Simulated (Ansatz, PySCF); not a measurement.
Si(CCH)2(F)(H) (C4H3FSi), SMILES C#C[SiH](F)C#C.

The structure is a stationary point at ωB97X-D3(BJ)/def2-SVP. This is a generated structure with no PubChem entry under its InChIKey; it may be hypothetical.

Vertical ionisation energy (IE) and electron affinity (EA) in eV. Rows of orbital energies are one-electron estimates. Where ΔSCF, EOM or ADC give a negative EA the extra electron is unbound and the value depends on the basis.

```json
[
 {"level": "−ε(HOMO), −ε(LUMO), HF/def2-TZVP (PySCF)", "IE": "11.14", "EA": "-2.26"},
 {"level": "−ε(HOMO), −ε(LUMO), PBE/def2-TZVP (PySCF)", "IE": "7.29", "EA": "2.18"},
 {"level": "ΔSCF, PBE0/def2-SVPD (Ansatz), final states of multiplicity 2 and 2", "IE": "10.54", "EA": "-0.39"},
 {"level": "ΔSCF, PBE/def2-SVPD (Ansatz), final states of multiplicity 2 and 2", "IE": "10.23", "EA": "-0.24"}
]
```

Task: What vertical singlet–triplet gap does ΔSCF give with PBE0/def2-SVPD (Ansatz, an electronic-structure program) and with PBE/def2-SVPD (Ansatz)? (The exact figures need the calculation; the answer reports its results.)

Result: 4.88 and 4.84 eV (triplet above singlet where positive).
